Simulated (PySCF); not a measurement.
**Excitation energy of Ta by level of theory**

Ta [Xe] 4f14 5d3 6s2 (4F) → Ta [Xe] 4f14 5d4 6s1 (6D), as a difference of total energies. Calculation: PySCF 2.14, in def2-QZVPPD with the def2 core potential (60 electrons); a scalar-relativistic core potential. Correlated levels: valence: 5s2 5p6 frozen. The calculations carry no spin-orbit coupling.

```tsv
method	excitation energy (cm⁻¹)
UHF	2182.8
MP2 (valence)	6515.4
SCS-MP2 (valence)	11998
CCSD (valence)	7310.0
CCSD(T) (valence)	7960.2
```

How much does correlation contribute at CCSD(T) (valence)?

7960.2 − (2182.8) = 5777.4 cm⁻¹, measured against UHF.
